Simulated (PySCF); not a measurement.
## Indirect couplings

Molfile (atoms numbered from 1):
```
C6H8N2
     RDKit          3D

 16 16  0  0  0  0  0  0  0  0999 V2000
    2.4231   -0.8110   -0.4698 C   0  0  0  0  0  0  0  0  0  0  0  0
    1.2400   -0.3301   -1.1114 N   0  0  0  0  0  0  0  0  0  0  0  0
    0.0913    0.0149   -0.4690 C   0  0  0  0  0  0  0  0  0  0  0  0
   -0.0476   -0.0899    0.9334 C   0  0  0  0  0  0  0  0  0  0  0  0
   -1.2572    0.2815    1.5014 C   0  0  0  0  0  0  0  0  0  0  0  0
   -2.2932    0.7429    0.6881 C   0  0  0  0  0  0  0  0  0  0  0  0
   -2.0477    0.8061   -0.6824 C   0  0  0  0  0  0  0  0  0  0  0  0
   -0.9016    0.4585   -1.2520 N   0  0  0  0  0  0  0  0  0  0  0  0
    3.1879   -1.0180   -1.2296 H   0  0  0  0  0  0  0  0  0  0  0  0
    2.2465   -1.7495    0.0874 H   0  0  0  0  0  0  0  0  0  0  0  0
    2.8481   -0.0774    0.2407 H   0  0  0  0  0  0  0  0  0  0  0  0
    1.2172   -0.1937   -2.1124 H   0  0  0  0  0  0  0  0  0  0  0  0
    0.7720   -0.4520    1.5547 H   0  0  0  0  0  0  0  0  0  0  0  0
   -1.3910    0.2106    2.5842 H   0  0  0  0  0  0  0  0  0  0  0  0
   -3.2575    1.0438    1.1000 H   0  0  0  0  0  0  0  0  0  0  0  0
   -2.8303    1.1633   -1.3632 H   0  0  0  0  0  0  0  0  0  0  0  0
  1  2  1  0
  2  3  1  0
  3  4  2  0
  4  5  1  0
  5  6  2  0
  6  7  1  0
  7  8  2  0
  8  3  1  0
  1  9  1  0
  1 10  1  0
  1 11  1  0
  2 12  1  0
  4 13  1  0
  5 14  1  0
  6 15  1  0
  7 16  1  0
M  END
```

Indirect spin–spin couplings were computed at B3LYP/pcJ-1 (spin–dipole term only in couplings to heteroatoms) (PySCF) on a PBE0-D3(BJ)/def2-SVP structure, for the isolated molecule, without vibrational or relativistic corrections. Couplings are averaged over pairs made equivalent by symmetry, fast rotation or ring inversion, so a value needn't be that of the named pair in this geometry, while other rotamers aren't included; one pair stands for each set, and the list holds a selection of those of at least 0.8 Hz over up to four bonds.

Isotopes: 13C, 1H, 15N.

```json
{"pair": "C1, N2", "bonds": "1", "J (Hz)": "-15.6"}
{"pair": "C1, H9", "bonds": "1", "J (Hz)": "140.7"}
{"pair": "N2, C3", "bonds": "1", "J (Hz)": "-24.9"}
{"pair": "N2, H12", "bonds": "1", "J (Hz)": "-100.3"}
{"pair": "C3, C4", "bonds": "1", "J (Hz)": "?"}
{"pair": "C3, N8", "bonds": "1", "J (Hz)": "-5.4"}
{"pair": "C4, C5", "bonds": "1", "J (Hz)": "?"}
{"pair": "C4, H13", "bonds": "1", "J (Hz)": "168.3"}
{"pair": "C5, C6", "bonds": "1", "J (Hz)": "60.8"}
{"pair": "C5, H14", "bonds": "1", "J (Hz)": "165.1"}
{"pair": "C6, C7", "bonds": "1", "J (Hz)": "?"}
{"pair": "C6, H15", "bonds": "1", "J (Hz)": "172.9"}
{"pair": "C7, N8", "bonds": "1", "J (Hz)": "?"}
{"pair": "C7, H16", "bonds": "1", "J (Hz)": "182.0"}
{"pair": "C5, H15", "bonds": "2", "J (Hz)": "2.2"}
{"pair": "C6, N8", "bonds": "2", "J (Hz)": "3.0"}
{"pair": "C6, H16", "bonds": "2", "J (Hz)": "?"}
{"pair": "C7, H15", "bonds": "2", "J (Hz)": "?"}
{"pair": "N8, H16", "bonds": "2", "J (Hz)": "-13.2"}
{"pair": "N2, C7", "bonds": "3", "J (Hz)": "-3.4"}
{"pair": "C3, H14", "bonds": "3", "J (Hz)": "?"}
{"pair": "C4, H12", "bonds": "3", "J (Hz)": "5.4"}
{"pair": "C4, H15", "bonds": "3", "J (Hz)": "7.1"}
{"pair": "H13, H14", "bonds": "3", "J (Hz)": "?"}
{"pair": "C3, H15", "bonds": "4", "J (Hz)": "-0.9"}
{"pair": "C5, H12", "bonds": "4", "J (Hz)": "1.5"}
```

Estimate the withheld couplings, with signs.

Results:


- 1J(C3,C4) = 68.1 Hz (bond length 1.413 Å)
- 1J(C4,C5) = 65.0 Hz (bond length 1.387 Å)
- 1J(C6,C7) = 60.5 Hz (bond length 1.394 Å)
- 1J(C7,N8) = -3.3 Hz (bond length 1.326 Å)
- 2J(C6,H16) = 8.8 Hz (angle at C7 120°)
- 2J(C7,H15) = 4.6 Hz (angle at C6 121°)
- 3J(C3,H14) = 8.0 Hz (dihedral angle 180°)
- 3J(H13,H14) = 9.2 Hz (dihedral angle 0°)
